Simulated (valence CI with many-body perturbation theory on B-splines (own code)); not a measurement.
# Energy levels of Cr XX

Computed by valence CI with perturbative core correlation (CI+MBPT): three valence electrons over a frozen Dirac-Fock core [He], a basis of 11 s, 11 p, 10 d, 8 f, 5 g, 2 h functions for each j, with the one-electron correlation potential Σ1, the two-electron term Σ2, the three-electron term Σ3, Breit, model QED; selected CI, second order for the rest, scaled by the run's own slope (own B-spline code, finite nucleus).

No measured spectrum was set against this ion. As an estimate, levels of excited configurations hold to 0.05 to 0.15 % of their energy, terms of the ground configuration to about 0.5 %.

Levels 181 to 204 of 204, with energies above the lowest level, 2s2.2p 2P°_1/2. "Leading %" is the weight of the configuration and term that name the level; weights of strongly mixed levels are sums over their largest components and can fall short, so below about 35 % the name and the second component can differ from the true leading terms, or belong to a minority configuration. In the jj column 3d3/2^4 stands for four electrons in 3d with j = 3/2.

| No. | Configuration | Term | J | E (× 10³ cm⁻¹) | Leading % | Leading jj | g | Second component |
| --- | --- | --- | --- | --- | --- | --- | --- | --- |
| 181 | 2s.2p.4f | 4D | 3/2 | 9719.1 | 70 | 2s 2p3/2 4f5/2 (99 %) | 0.991 | 22 % 2s.2p.4f 4F |
| 182 | 2s.2p.4f | 2G | 9/2 | 9720.4 | 86 | 2s 2p3/2 4f5/2 (75 %) | 1.124 | 10 % 2s.2p.4f 4G |
| 183 | 2s.2p.4f | 4D | 5/2 | 9721.1 | 35 | 2s 2p3/2 4f7/2 (99 %) | 1.155 | 34 % 2s.2p.4f 2D |
| 184 | 2s.2p.4f | 4D | 1/2 | 9721.8 | 100 | 2s 2p3/2 4f5/2 (100 %) | 0.001 |  |
| 185 | 2s.2p.4f | 2D | 3/2 | 9726.3 | 79 | 2s 2p3/2 4f7/2 (100 %) | 0.857 | 17 % 2s.2p.4f 4D |
| 186 | 2s.2p.4s | 2P° | 1/2 | 9817.8 | 98 | 2s 2p3/2 4s (76 %) | 0.673 |  |
| 187 | 2s.2p.4s | 2P° | 3/2 | 9819.1 | 97 | 2s 2p3/2 4s (77 %) | 1.337 |  |
| 188 | 2s.2p.4p | 2D | 3/2 | 9883.1 | 86 | 2s 2p3/2 4p1/2 (78 %) | 0.866 | 12 % 2s.2p.4p 2P |
| 189 | 2s.2p.4p | 2P | 1/2 | 9884.9 | 86 | 2s 2p3/2 4p1/2 (71 %) | 0.824 | 11 % 2s.2p.4p 2S |
| 190 | 2s.2p.4p | 2D | 5/2 | 9889.5 | 97 | 2s 2p3/2 4p3/2 (76 %) | 1.202 |  |
| 191 | 2s.2p.4p | 2P | 3/2 | 9894.4 | 86 | 2s 2p3/2 4p3/2 (78 %) | 1.270 | 11 % 2s.2p.4p 2D |
| 192 | 2s.2p.4p | 2S | 1/2 | 9899.9 | 85 | 2s 2p3/2 4p3/2 (72 %) | 1.853 | 11 % 2s.2p.4p 2P |
| 193 | 2s.2p.4d | 2F° | 5/2 | 9944.7 | 95 | 2s 2p3/2 4d3/2 (78 %) | 0.867 |  |
| 194 | 2s.2p.4d | 2F° | 7/2 | 9944.7 | 98 | 2s 2p3/2 4d5/2 (76 %) | 1.144 |  |
| 195 | 2s.2p.4d | 2D° | 3/2 | 9945.7 | 98 | 2s 2p3/2 4d3/2 (70 %) | 0.802 |  |
| 196 | 2s.2p.4d | 2D° | 5/2 | 9949.3 | 95 | 2s 2p3/2 4d5/2 (78 %) | 1.191 |  |
| 197 | 2s.2p.4d | 2P° | 1/2 | 9956.5 | 98 | 2s 2p3/2 4d3/2 (77 %) | 0.662 |  |
| 198 | 2s.2p.4d | 2P° | 3/2 | 9959.3 | 98 | 2s 2p3/2 4d5/2 (70 %) | 1.332 |  |
| 199 | 2s.2p.4f | 2F | 5/2 | 9972.6 | 98 | 2s 2p3/2 4f5/2 (75 %) | 0.857 |  |
| 200 | 2s.2p.4f | 2F | 7/2 | 9973.9 | 98 | 2s 2p3/2 4f7/2 (75 %) | 1.143 |  |
| 201 | 2s.2p.4f | 2G | 7/2 | 9979.2 | 98 | 2s 2p3/2 4f5/2 (74 %) | 0.890 |  |
| 202 | 2s.2p.4f | 2G | 9/2 | 9980.4 | 98 | 2s 2p3/2 4f7/2 (78 %) | 1.112 |  |
| 203 | 2s.2p.4f | 2D | 3/2 | 9986.1 | 98 | 2s 2p3/2 4f5/2 (78 %) | 0.797 |  |
| 204 | 2s.2p.4f | 2D | 5/2 | 9987.2 | 98 | 2s 2p3/2 4f7/2 (74 %) | 1.198 |  |

Names give the largest LS component (configuration and term), which can be under half, so a name can repeat, a term be missing and a line seem to break the LS rules; names also repeat where a configuration has a term twice.
